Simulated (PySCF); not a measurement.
These are PySCF with TPSSh-D3(BJ)/def2-TZVP // TPSS-D3(BJ)/def2-SVP values and carry that method's errors. All species are isolated molecules in the gas phase. One relaxed conformer stands for a flexible species; it need not be the lowest. 

Reference species: [Cd(OH)(SH)] (neutral, multiplicity 1).

```
Item                    Value
-------------------  --------
coordination number         2
HOMO                 -6.68 eV
HOMO–LUMO gap         4.80 eV
LUMO                 -1.88 eV
```

After one change: the coordination number stays essentially unchanged; the HOMO falls by 0.68 eV; the HOMO–LUMO gap rises by 0.20 eV; the LUMO falls by 0.48 eV.

Question: Name the change that produced these shifts. The new species is one of these.
(A) [Cd(OH)(Br)]
(B) [Cd(OH)(CH3)]
(C) [Cd(OH)(N(CH3)2)]
(D) [Cd(OH)(NH2)]

Answer: A, [Cd(OH)(Br)]
